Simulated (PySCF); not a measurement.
Vertical excitations of a molecule CH₅NO₂SW, multiplicity 1 from TDA-PBE/def2-SVPD (PySCF), as energy in eV (oscillator strength): 4.30 (0.006), 4.53 (0.043), 4.72 (0.007), 4.81 (0.024), 4.96 (0.002), 5.07 (0.001), 5.14 (0.007), 5.17 (0.013), 5.37 (0.001), 5.50 (0.005). Lowest triplet (TDA): 3.86 eV. The structure is a stationary point at B3LYP-D3(BJ)/def2-SVP. The spin state was assumed, not searched. The def2 effective core potentials stand for the cores of W; spin–orbit coupling is left out. The values are those of a single conformer.

Question: Which molecule gave these data?
A. C[O][W](=[NH])(=[O])[SH]
B. C[N]=[W]([OH])([OH])=[S]
C. C[O][W](=[NH])([OH])=[S]

Answer: A, C[O][W](=[NH])(=[O])[SH]
